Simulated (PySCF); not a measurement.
# Correlation energy of Cl²⁺ (chlorine, charge +2)

[Ne] 3s2 3p2 4s1, high-spin 4P determinant (an excited configuration). Calculation: PySCF 2.14, in x2c-TZVPPall with one added diffuse shell each of s, p, d type (6s6p4d1f, 51 functions); scalar relativity by spin-free X2C-1e. Frozen: 1s2; 13 electrons correlated.

MP2 pair energies summed by pair of shells (mhartree):

```
 pair   energy  share (%)
2p-2p  -104.29       41.3
3s-3p   -45.02       17.8
3s-3s   -18.85        7.5
2p-3s   -17.91        7.1
2s-2p   -17.17        6.8
2p-3p   -13.82        5.5
3s-4s    -9.95        3.9
3p-3p    -7.64        3.0
3p-4s    -7.48        3.0
2s-2s    -4.59        1.8
2s-3s    -2.11        0.8
2s-3p    -1.98        0.8
2p-4s    -1.64        0.6
2s-4s    -0.16        0.1
```

Total MP2 correlation energy: -252.61 mhartree.

Same-spin part -71.35 and opposite-spin part -181.26 mhartree; SCS-MP2 scales them by 1/3 and 6/5 to -241.30 mhartree.

This basis was not built for core-valence correlation, so the inner-shell part is incomplete.
